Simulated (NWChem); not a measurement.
The numbers come from NWChem runs, not from measurements. System: H4PSi, charge 0, spin multiplicity 2, at a geometry optimised with UPBE0/def2-SVP. The structure started from a generated list of species. Its SCF solution wasn't tested for a lower state. Level: UB3LYP/STO-3G, VWN1-RPA local correlation.

The NWChem input:

```
start mol
memory heap 200 mb stack 900 mb global 1100 mb
geometry units angstroms nocenter noautoz noautosym
  Si    -0.988620    -0.348077     0.084876
  P      1.104090     0.485529    -0.114167
  H     -1.190416    -0.943966     1.443295
  H     -1.979402     0.750874    -0.114544
  H     -1.229749    -1.411686    -0.940716
  H      1.678893    -0.805080     0.136209
end
basis spherical
  * library sto-3g
end
dft
  xc b3lyp
  odft
  mult 2
  semidirect memsize 60000000 filesize 0
  iterations 100
end
task dft energy
```

Part of the output:

```
             Northwest Computational Chemistry Package (NWChem) 7.3.0
             --------------------------------------------------------

                                NWChem Input Module
                                -------------------

 Scaling coordinates for geometry "geometry" by  1.889725989
 (inverse scale =  0.529177249)

                             Geometry "geometry" -> ""
                             -------------------------

 Output coordinates in angstroms (scale by  1.889725989 to convert to a.u.)

  No.       Tag          Charge          X              Y              Z
 ---- ---------------- ---------- -------------- -------------- --------------
    1 Si                  14.0000    -0.98862000    -0.34807700     0.08487600
    2 P                   15.0000     1.10409000     0.48552900    -0.11416700
    3 H                    1.0000    -1.19041600    -0.94396600     1.44329500
    4 H                    1.0000    -1.97940200     0.75087400    -0.11454400
    5 H                    1.0000    -1.22974900    -1.41168600    -0.94071600
    6 H                    1.0000     1.67889300    -0.80508000     0.13620900

 Effective nuclear repulsion energy (a.u.)      81.0436831551

            Nuclear Dipole moment (a.u.)
            ----------------------------
        X                 Y               Z
 ---------------- ---------------- ----------------
    -0.0000075589    -0.0000018897     0.0000056692


 Summary of "ao basis" -> "" (spherical)
 ------------------------------------------------------------------------------
       Tag                 Description            Shells   Functions and Types
 ---------------- ------------------------------  ------  ---------------------
 *                           sto-3g                   on all atoms

                                 NWChem DFT Module
                                 -----------------

 Summary of "ao basis" -> "ao basis" (spherical)
 ------------------------------------------------------------------------------
       Tag                 Description            Shells   Functions and Types
[...]
              MO Center=  1.0D+00,  4.3D-01, -1.0D-01, r^2= 1.4D+00
   Bfn.  Coefficient  Atom+Function         Bfn.  Coefficient  Atom+Function
  ----- ------------  ---------------      ----- ------------  ---------------
    18      0.991313  2 P  pz                14     -0.325260  2 P  pz
    17      0.199020  2 P  py                21      0.158475  5 H  s
    19     -0.157640  3 H  s                  9      0.095125  1 Si pz
    13     -0.065301  2 P  py                 5     -0.025731  1 Si pz

 Vector   18  Occ=0.000000D+00  E= 2.250850D-01
              MO Center=  2.3D-01,  5.7D-02, -1.4D-02, r^2= 2.4D+00
   Bfn.  Coefficient  Atom+Function         Bfn.  Coefficient  Atom+Function
  ----- ------------  ---------------      ----- ------------  ---------------
    16      0.927221  2 P  px                 6      0.791544  1 Si s
     7      0.602590  1 Si px                19     -0.294653  3 H  s
    21     -0.293152  5 H  s                 12     -0.273992  2 P  px
    15     -0.253744  2 P  s                 22     -0.201843  6 H  s
     3     -0.188141  1 Si px                20     -0.169112  4 H  s

 Vector   19  Occ=0.000000D+00  E= 3.041305D-01
              MO Center=  4.2D-01, -5.3D-02,  5.1D-03, r^2= 3.2D+00
   Bfn.  Coefficient  Atom+Function         Bfn.  Coefficient  Atom+Function
  ----- ------------  ---------------      ----- ------------  ---------------
    22      0.863615  6 H  s                 17      0.751310  2 P  py
    20     -0.613647  4 H  s                  8      0.522296  1 Si py
    15     -0.504656  2 P  s                  6      0.391731  1 Si s
    13     -0.211986  2 P  py                 7     -0.172864  1 Si px
    16     -0.158999  2 P  px                 4     -0.153071  1 Si py

   alpha - beta orbital overlaps
   -----------------------------

   alpha      1      2      3      4      5      6      7      8      9     10
    beta      1      2      3      4      7      5      6      8     10      9
 overlap   1.000  1.000  1.000  1.000  1.000  1.000  1.000  0.993  0.992  1.000

   alpha     11     12     13     14     15     16     17     18     19     20
    beta     11     12     13     14     15     16     17     18     19     20
 overlap   0.986  0.987  0.994  0.998  0.993  0.998  0.997  0.999  0.988  0.996

   alpha     21     22
    beta     21     22
 overlap   0.999  0.992

     --------------------------
     Expectation value of S2:
     --------------------------
      <S2> =      0.7521 (Exact =     0.7500)

 center of mass
 --------------
 x =   0.11393514 y =   0.08616667 z =  -0.01900063

 moments of inertia (a.u.)
 ------------------
          65.387634289188         -93.133960896532          22.570288044736
         -93.133960896532         279.386252622411           9.807820935345
          22.570288044736           9.807820935345         318.904490029455

     Multipole analysis of the density
     ---------------------------------

     L   x y z        total         alpha         beta         nuclear
     -   - - -        -----         -----         ----         -------
     0   0 0 0     -0.000000    -17.000000    -16.000000     33.000000

     1   1 0 0      0.048044     -1.002777      1.050829     -0.000008
     1   0 1 0     -0.102110     -0.507773      0.405665     -0.000002
     1   0 0 1      0.019962      0.117510     -0.097553      0.000006

     2   2 0 0    -19.778557    -86.780326    -81.677640    148.679409
     2   1 1 0     -0.582188    -24.389304    -22.189782     45.996898
     2   1 0 1      0.135721      5.969337      5.491548    -11.325163
     2   0 2 0    -19.646474    -27.371214    -25.586781     33.311521
     2   0 1 1      0.232234      2.688109      2.812056     -5.267931
     2   0 0 2    -18.581799    -16.448995    -13.903342     11.770538

 Task  times  cpu:        1.1s     wall:        1.1s

 Total times  cpu:        1.2s     wall:        1.2s
```
